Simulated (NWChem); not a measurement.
System: Si₂H₄OF₂; SMILES F[SiH2]O[SiH2]F

NWChem input:

```
start job
memory heap 200 mb stack 900 mb global 1100 mb
geometry units angstroms noautosym nocenter noautoz
  Si    -0.660218    -1.439534    -0.089711
  F      0.182660    -2.039029     1.155673
  O     -0.020540     0.017765    -0.508038
  Si     0.655546     1.452926    -0.071504
  F     -0.181653     2.066500     1.170635
  H     -2.065933    -1.275134     0.352924
  H     -0.508150    -2.362572    -1.238681
  H      0.539095     2.387403    -1.215413
  H      2.052046     1.247495     0.383439
end
basis spherical
  * library def2-svp
end
dft
  xc xpbe96 cpbe96
  iterations 150
end
cosmo
  do_cosmo_smd true
  solvent toluene
end
task dft energy
```

Excerpt of the output:

```
             Northwest Computational Chemistry Package (NWChem) 7.3.0
             --------------------------------------------------------

                             Geometry "geometry" -> ""
                             -------------------------

 Output coordinates in angstroms (scale by  1.889725989 to convert to a.u.)

  No.       Tag          Charge          X              Y              Z
 ---- ---------------- ---------- -------------- -------------- --------------
    1 Si                  14.0000    -0.66021800    -1.43953400    -0.08971100
    2 F                    9.0000     0.18266000    -2.03902900     1.15567300
    3 O                    8.0000    -0.02054000     0.01776500    -0.50803800
    4 Si                  14.0000     0.65554600     1.45292600    -0.07150400
    5 F                    9.0000    -0.18165300     2.06650000     1.17063500
    6 H                    1.0000    -2.06593300    -1.27513400     0.35292400
    7 H                    1.0000    -0.50815000    -2.36257200    -1.23868100
    8 H                    1.0000     0.53909500     2.38740300    -1.21541300
    9 H                    1.0000     2.05204600     1.24749500     0.38343900

 Effective nuclear repulsion energy (a.u.)     308.6108519655

  pbe96 is a nonlocal functional; adding pw91lda local functional.

                                 NWChem DFT Module
                                 -----------------

 Summary of "ao basis" -> "ao basis" (spherical)
 ------------------------------------------------------------------------------
       Tag                 Description            Shells   Functions and Types
 ---------------- ------------------------------  ------  ---------------------
 Si                         def2-svp                 8       18   4s3p1d
 F                          def2-svp                 6       14   3s2p1d
 O                          def2-svp                 6       14   3s2p1d
 H                          def2-svp                 3        5   2s1p

 in cosmo_initialize ...
 calling solv_data for solv:toluene

 solvent parameters
 solvname_short: toluene
 solvname_long:  toluene
 dielec:        2.3741
 dielecinf:     2.2383
 nonaqueous SMD model solvent descriptors
 dielec:        2.3741
 sola:          0.0000
 solb:          0.1400
 solc:          0.8570
 solg:         40.2000
 solh:          0.0000
 soln:          1.4961

          ---------------
          -cosmo- solvent
          ---------------
 Cosmo: York-Karplus, doi: 10.1021/jp992097l
 dielectric constant -eps-     =   2.37
 screen = (eps-1)/(eps    )    =   0.57879
 surface charge correction     = lagrangian

   van der Waals surface
 --------------------------

 ---------- ATOMIC COORDINATES (A.U.) ------------ VDWR(ANG.) --
     1   -1.24763111   -2.72032481   -0.16952921     2.470
     2    0.34517735   -3.85320609    2.18390530     1.730
     3   -0.03881497    0.03357098   -0.96005261     2.294
     4    1.23880231    2.74563202   -0.13512297     2.470
     5   -0.34327440    3.90511876    2.21217938     1.730
     6   -3.90404728   -2.40965386    0.66692965     1.200
     7   -0.96026426   -4.46461371   -2.34076768     1.200
     8    1.01874183    4.51153749   -2.29679753     1.200
     9    3.87780466    2.35742372    0.72459464     1.200
 number of segments per atom =        128
 number of   points per atom =        128
 atom (   nspa,  nppa )
 ----------------------
    1 (     73,     0 )       0
    2 (     67,     0 )       0
    3 (     47,     0 )       0
    4 (     73,     0 )       0
    5 (     67,     0 )       0
    6 (     30,     0 )       0
    7 (     34,     0 )       0
    8 (     34,     0 )       0
    9 (     30,     0 )       0
 number of -cosmo- surface points =      455
 molecular surface =    139.381 angstrom**2
 molecular volume  =    132.772 angstrom**3
 -lineq- algorithm             =   0
 -bem- low  level              =   3
 -bem- from -octahedral-
 gaussian surface charge width =   4.50000
 degree of switching           =   1.00000
 switching function tolerance  =   0.00010
 atomic radii =
 --------------
    1 14.000  2.470
    2  9.000  1.730
    3  8.000  2.294
    4 14.000  2.470
    5  9.000  1.730
    6  1.000  1.200
    7  1.000  1.200
    8  1.000  1.200
    9  1.000  1.200
 ...... end of -cosmo- initialization ......

[...]

                                COSMO-SMD solvation results
                                ---------------------------

             internal energy in gas <Psi(g)|H|Psi(g)> =      -855.514878518001
         internal energy in solvent <Psi(s)|H|Psi(s)> =      -855.514771744917
                               delta internal energy  =         0.000106773084 (    0.07 kcal/mol)
   total free energy in solvent <Psi(s)|H+V/2|Psi(s)> =      -855.516750499885
 polarization energy contribution <Psi(s)|V/2|Psi(s)> =        -0.001978754968 (   -1.24 kcal/mol)
    total free energy in solvent including G(SMD-CDS) =      -855.517032946890
                       G(SMD-CDS) energy contribution =        -0.000282447005 (   -0.18 kcal/mol)
     1 M fixed-concentration free energy of solvation =        -0.002154428889 (   -1.35 kcal/mol)

                       DFT Final Molecular Orbital Analysis
                       ------------------------------------

 Vector   27  Occ=2.000000D+00  E=-3.327746D-01
              MO Center= -1.3D-02, -2.0D-02,  1.8D-01, r^2= 3.7D+00
   Bfn.  Coefficient  Atom+Function         Bfn.  Coefficient  Atom+Function
  ----- ------------  ---------------      ----- ------------  ---------------
    38      0.411704  3 O  pz                41      0.305049  3 O  pz
    23      0.294003  2 F  py                69     -0.294994  5 F  py
    26     -0.200863  2 F  py                72      0.201232  5 F  py
    24      0.092095  2 F  pz                22     -0.089246  2 F  px
    79      0.085613  6 H  s                 94      0.082348  9 H  s

 Vector   28  Occ=2.000000D+00  E=-2.870852D-01
              MO Center=  2.0D-02,  5.0D-02, -2.6D-01, r^2= 5.2D+00
   Bfn.  Coefficient  Atom+Function         Bfn.  Coefficient  Atom+Function
  ----- ------------  ---------------      ----- ------------  ---------------
    38      0.327001  3 O  pz                41      0.233214  3 O  pz
    89      0.213128  8 H  s                 84      0.206026  7 H  s
    94     -0.201811  9 H  s                 79     -0.195760  6 H  s
    90      0.179450  8 H  s                 85      0.174619  7 H  s
    95     -0.152032  9 H  s                 70     -0.147228  5 F  pz

 Vector   29  Occ=2.000000D+00  E=-2.810612D-01
              MO Center= -2.1D-02, -2.7D-02, -2.0D-01, r^2= 4.9D+00
   Bfn.  Coefficient  Atom+Function         Bfn.  Coefficient  Atom+Function
  ----- ------------  ---------------      ----- ------------  ---------------
    36      0.328035  3 O  px                39      0.244334  3 O  px
    79      0.221771  6 H  s                 94     -0.218365  9 H  s
    84     -0.189580  7 H  s                 80      0.186709  6 H  s
    95     -0.183509  9 H  s                 89      0.181723  8 H  s
    37     -0.164799  3 O  py                85     -0.148874  7 H  s

 Vector   30  Occ=0.000000D+00  E=-4.457481D-04
              MO Center= -2.4D-02, -3.6D-02, -2.7D-01, r^2= 6.0D+00
   Bfn.  Coefficient  Atom+Function         Bfn.  Coefficient  Atom+Function
  ----- ------------  ---------------      ----- ------------  ---------------
    35      0.662965  3 O  s                 12     -0.538729  1 Si py
    58      0.521132  4 Si py                13      0.418127  1 Si pz
    59      0.407195  4 Si pz                 9     -0.210173  1 Si py
    21     -0.208917  2 F  s                 55      0.208281  4 Si py
    67     -0.199869  5 F  s                 34      0.169181  3 O  s

 Vector   31  Occ=0.000000D+00  E= 9.947365D-03
              MO Center= -1.3D-02, -4.3D-02,  9.0D-02, r^2= 4.7D+00
   Bfn.  Coefficient  Atom+Function         Bfn.  Coefficient  Atom+Function
  ----- ------------  ---------------      ----- ------------  ---------------
    11      0.662565  1 Si px                57     -0.656594  4 Si px
    35     -0.477703  3 O  s                 95      0.331026  9 H  s
    80      0.315393  6 H  s                 13      0.286244  1 Si pz
    21     -0.272962  2 F  s                 67     -0.242183  5 F  s
    59      0.228236  4 Si pz                41     -0.207679  3 O  pz

 Vector   32  Occ=0.000000D+00  E= 1.289870D-02
              MO Center=  3.8D-02,  1.1D-01, -9.3D-02, r^2= 6.2D+00
   Bfn.  Coefficient  Atom+Function         Bfn.  Coefficient  Atom+Function
  ----- ------------  ---------------      ----- ------------  ---------------
    59     -0.599981  4 Si pz                13      0.562985  1 Si pz
    58     -0.417748  4 Si py                12     -0.412383  1 Si py
    67      0.343069  5 F  s                 21     -0.311383  2 F  s
    57      0.218559  4 Si px                39     -0.200620  3 O  px
    49     -0.194473  4 Si s                  3      0.182826  1 Si s

     Multipole analysis of the density
     ---------------------------------

     L   x y z        total         alpha         beta         nuclear
     -   - - -        -----         -----         ----         -------
     0   0 0 0     -0.000000    -29.000000    -29.000000     58.000000

     1   1 0 0      0.004530      0.194646      0.194646     -0.384761
     1   0 1 0     -0.011342     -0.548059     -0.548059      1.084776
     1   0 0 1     -0.620089    -12.496630    -12.496630     24.373170

     2   2 0 0    -30.475163    -54.067989    -54.067989     77.660816
     2   1 1 0      2.433934    -48.043237    -48.043237     98.520407
     2   1 0 1     -0.002647     -0.491253     -0.491253      0.979859
     2   0 2 0    -32.600684   -282.137972   -282.137972    531.675260
     2   0 1 1     -0.005231     -1.606790     -1.606790      3.208349
     2   0 0 2    -33.471224    -70.097867    -70.097867    106.724510
```

Level: PBE/def2-SVP, SMD on the gas-phase geometry. Structure relaxed at the PBE0/def2-SVP level. Solvent: toluene.
